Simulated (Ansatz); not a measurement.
I3Sb (SMILES [I][Sb]([I])[I]) moved off its minimum; all values from Ansatz (a first-principles code), cores frozen in correlated methods. Elements past Kr take the def2 small-core potentials, without spin–orbit coupling.
(charge 0, multiplicity 1)
```xyz
4

Sb     0.0274     0.0233     0.9590
I     -1.8510    -1.5443    -0.3296
I     -0.3409     2.3766    -0.3747
I      2.2227    -0.9055    -0.3306
```

Forces at B3LYP/def2-TZVPP (eV/Å):

```csv
atom,Fx,Fy,Fz
Sb1,-0.300,-0.123,0.130
I2,-0.054,0.008,0.071
I3,-0.037,0.236,-0.075
I4,0.391,-0.121,-0.127
```

Problem. Give the forces (eV/Å), the total energy and the dipole at CCSD(T)/def2-TZVPPD.

Solution. 
| atom | Fx | Fy | Fz |
|---|---|---|---|
| Sb1 | -0.319 | -0.130 | 0.125 |
| I2 | 0.060 | 0.102 | 0.079 |
| I3 | -0.018 | 0.102 | -0.072 |
| I4 | 0.277 | -0.075 | -0.131 |
Energy -1129.9706 hartree, dipole 1.45 D.
